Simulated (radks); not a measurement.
Q: All-electron atom: Tm XI in [Kr] 4d10 4f11 5s2. Method: Dirac Kohn-Sham, PBE, spin-unpolarised, spherical densities, finite nucleus; open shells fill j = l - 1/2 first; Fermi nuclear charge, rms radius 5.2256 fm; computed with a radial shooting solver on a logarithmic mesh with Libxc functionals. Some entries of the table are withheld. Estimate them.

orbital  occ.  eigenvalue (eV)  r(max) (bohr)  <1/r> (bohr^-1)
1s1/2       2              (1)        0.01261            79.07
2s1/2       2        -10159.59        0.07207            19.06
2p1/2       2        -9693.528        0.05402            19.03
2p3/2       4        -8713.122        0.06034            16.42
3s1/2       2        -2418.256         0.2035            6.981
3p1/2       2              (2)            (3)            6.897
3p3/2       4              (4)            (5)            6.229
3d3/2       4        -1654.833         0.1611            6.116
3d5/2       6        -1609.556         0.1647            5.954
4s1/2       2        -615.1183         0.4645            2.925
4p1/2       2        -532.3153         0.4661              (6)
4p3/2       4        -485.3149         0.4940              (7)
4d3/2       4        -348.6792            (8)            2.375
4d5/2       6        -340.0341            (9)            2.320
5s1/2       2        -207.2507           (10)            1.229
4f5/2       6        -172.1164         0.4831            1.890
4f7/2       5        -170.6597         0.4878            1.870

A: 
(1) 1s1/2 eigenvalue (eV): -59382.19
(2) 3p1/2 eigenvalue (eV): -2212.822
(3) 3p1/2 r(max) (bohr): 0.1911
(4) 3p3/2 eigenvalue (eV): -2005.736
(5) 3p3/2 r(max) (bohr): 0.2043
(6) 4p1/2 <1/r> (bohr^-1): 2.817
(7) 4p3/2 <1/r> (bohr^-1): 2.588
(8) 4d3/2 r(max) (bohr): 0.4951
(9) 4d5/2 r(max) (bohr): 0.5040
(10) 5s1/2 r(max) (bohr): 1.033
